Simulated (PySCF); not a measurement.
# TcO₂F₃: from structure and modes to constants

Computed with B3LYP in PySCF with Tc def2-SVP with ECP28, O def2-SVP, F def2-SVP; scalar-relativistic core potentials, no spin–orbit coupling; density-fitted integrals.

The singlet minimum has C2v symmetry. Masses (u): Tc 98.90722, O 15.99492, F 18.99840.

```xyz
6
charge 0 multiplicity 1, angstrom
Tc   -0.0840    0.0000    0.0000
O    -1.0415    0.0000    1.3482
O    -1.0415    0.0000   -1.3482
F     1.7693    0.0000    0.0000
F     0.2120    1.8278    0.0000
F     0.2120   -1.8278    0.0000
```

Harmonic wavenumbers (cm⁻¹): 83.0 (b2, ×1), 258.6 (a1, ×1), 298.5 (b2, ×1), 316.2 (b1, ×1), 334.1 (a2, ×1), 372.9 (a1, ×1), 374.7 (b1, ×1), 607.5 (a1, ×1), 703.5 (b1, ×1), 704.0 (a1, ×1), 1043.6 (b2, ×1), 1065.5 (a1, ×1).

Question: Find the principal moments of inertia and the rotational constants. What kind of rotor is it?

Answer: About the centre of mass I = 154.73, 185.08, 223.51 u Å². With B = 16.8576/I this gives 0.109, 0.09108, 0.07542 cm⁻¹. The molecule is an asymmetric top with κ = -0.07.

Question: Find the vibrational entropy and heat capacity at 298.15 K.

Answer: With u = 1.43878 ω/T, each mode gives S = R[u/(eᵘ−1) − ln(1−e⁻ᵘ)] and C = R u² eᵘ/(eᵘ−1)².
```tsv
ω (cm⁻¹)	u	S (J/(mol K))	C (J/(mol K))
83.0	0.400	15.98	8.20
258.6	1.248	6.99	7.31
298.5	1.440	5.96	7.01
316.2	1.526	5.56	6.87
334.1	1.612	5.19	6.73
372.9	1.800	4.47	6.39
374.7	1.808	4.44	6.38
607.5	2.932	1.83	4.25
703.5	3.395	1.26	3.44
704.0	3.397	1.26	3.44
1043.6	5.036	0.33	1.39
1065.5	5.142	0.30	1.30
```
The sums over all modes are S = 53.6 and C = 62.7 J/(mol K); the softest mode gives 30 % of the entropy.

Question: Give the standard entropy (298.15 K, 1 bar) by its translational, rotational, vibrational and spin parts, and Cp.

Answer: Sackur–Tetrode with M = 187.89 u gives 174.2; rotation with symmetry number 2 gives 107.9; vibration 53.6; spin R ln 1 = 0.0. The total is 335.6 J/(mol K), and Cp = 4 R + 62.7 = 96.0 J/(mol K).

Stability towards spin polarisation was not tested. Only a few start shapes were tried, so a lower isomer may exist.
